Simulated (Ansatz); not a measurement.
Reaction (SMILES): F[C]Cl (closed-shell singlet) → C atom + Cl atom + F atom
B3LYP-D3(BJ)/def2-TZVP geometries, fixed; electronic energies without zero-point terms.
Largest species:
```
C
F 1 1.2975
Cl 1 1.7557 2 106.70
```
Charge 0, spin multiplicity 1.

The atomisation energy at CCSD(T) with Ansatz (a quantum-chemistry and plane-wave program), in kcal/mol, split into its Hartree-Fock and correlation parts. Cores are frozen. A restricted Hartree-Fock determinant is unstable towards unrestricted orbitals. Open shells are unrestricted. No added dispersion term, no relativity. Functions are those of the species that has most.

| basis | X | functions | Hartree-Fock | CCSD(T) |
|---|---|---|---|---|
| aug-cc-pV(D+d)Z | 2 | 78 | 116.96 | 193.02 |
| aug-cc-pV(T+d)Z | 3 | 147 | 122.00 | 206.96 |
| aug-cc-pV(Q+d)Z | 4 | 249 | 122.40 | 211.28 |

Worked estimate of the basis-set limit from each neighbouring pair, with Hartree-Fock from the larger set and the correlation part extrapolated as X^-3.
Correlation parts: X = 2: 76.06, X = 3: 84.96, X = 4: 88.88.
- (2,3): (27·(84.96) - 8·(76.06))/19 = 88.71; with Hartree-Fock 122.00 the estimate is 210.71 kcal/mol.
- (3,4): (64·(88.88) - 27·(84.96))/37 = 91.74; with Hartree-Fock 122.40 the estimate is 214.14 kcal/mol.
The last two estimates differ by 3.43 kcal/mol; the largest set lies 2.86 from the last. Over the last step Hartree-Fock moves by 0.40 and the correlation part by 3.92.
